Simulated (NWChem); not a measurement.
Molecule: SiHCl, singlet; SMILES Cl[SiH]

```xyz
3

Si    -0.1084    -1.1138     0.0000
H      1.4108    -1.3140     0.0000
Cl    -0.0105     0.9944     0.0000
```
Atoms are numbered in this order, from 1.

Program: NWChem. Pople sets run with spherical d functions. Low-valent species are run as closed-shell singlets; no triplet was tried in these runs. All runs use the structure optimised with B3LYP/6-31G* (spherical d). GIAO values for the isolated, static molecule; σ is the absolute isotropic shielding, δ = σ(reference) − σ with the isolated reference molecule computed at the same levels (1H: tetramethylsilane, 29Si: tetramethylsilane).

```
level                                 δ Si1 (ppm)  δ H2 (ppm)  σ Cl3 (ppm)
------------------------------------  -----------  ----------  -----------
PBE0/pcSseg-1                               625.9       11.20            ?
KT2/pcSseg-1                                601.0       11.34        255.6
PBE0/pcSseg-2                               597.8       11.02        353.0
LDA (Slater exchange, VWN5)/pcSseg-1        710.8       12.08        138.0
B3LYP/6-311G**                              623.6       11.21        335.5
```

Q: Fill in the missing entries.

A: 
- PBE0/pcSseg-1, σ Cl3 (ppm): 322.5
